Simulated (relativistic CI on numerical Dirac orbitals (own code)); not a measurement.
**Radial parameters of Er33+**

These numbers are calculated, not measured: Dirac-Coulomb-Breit CI, separate exchange-only KLI orbitals for each configuration, model QED (radiative potential, 1s self-energy scaled to tabulated hydrogen-like ionisation energies), unscaled Slater integrals (own radial code, finite nucleus).

Slater integrals F^k, G^k are unscaled and averaged over j, outside the closed core [Ar] 3d10; ζ comes from projecting the Hamiltonian with its Breit term on Σ l·s of the shell.

- 4s2 4p5: ζ(4p) = 315450 cm⁻¹; <r>(4p) = 0.4687, <r^2>(4p) = 0.2485 (bohr units).
- 4s2 4p4 4d: F^2(4p,4p) = 218480, ζ(4p) = 315950, F^2(4p,4d) = 214620, G^1(4p,4d) = 266440, G^3(4p,4d) = 170870, ζ(4d) = 39473 cm⁻¹; <r>(4p) = 0.4688, <r^2>(4p) = 0.2485, <r>(4d) = 0.4701, <r^2>(4d) = 0.2525 (bohr units).
- 4s 4p5 4d: G^1(4s,4p) = 286040, ζ(4p) = 315720, G^2(4s,4d) = 210970, F^2(4p,4d) = 214570, G^1(4p,4d) = 266400, G^3(4p,4d) = 170830, ζ(4d) = 39701 cm⁻¹; <r>(4s) = 0.4571, <r^2>(4s) = 0.2348, <r>(4p) = 0.4689, <r^2>(4p) = 0.2486, <r>(4d) = 0.4702, <r^2>(4d) = 0.2526 (bohr units).

Averages of the first 10 configurations, taken without configuration mixing, which lowers the lowest level and can move excited configurations by several eV; other configurations of the list can lie among them:

| Configuration | Parity | States | Average energy above the lowest level (eV) |
| --- | --- | --- | --- |
| 4s2 4p5 | odd | 6 | 21.2 |
| 4s 4p6 | even | 2 | 157.0 |
| 4s2 4p4 4d | even | 150 | 184.7 |
| 4s 4p5 4d | odd | 120 | 316.2 |
| 4s2 4p4 4f | odd | 210 | 351.3 |
| 4s 4p5 4f | even | 168 | 483.1 |
| 4p6 4d | even | 10 | 457.6 |
| 4s 4p4 4d2 | even | 1350 | 478.3 |
| 4s2 4p3 4d 4f | even | 2800 | 515.3 |
| 4p6 4f | odd | 14 | 624.7 |
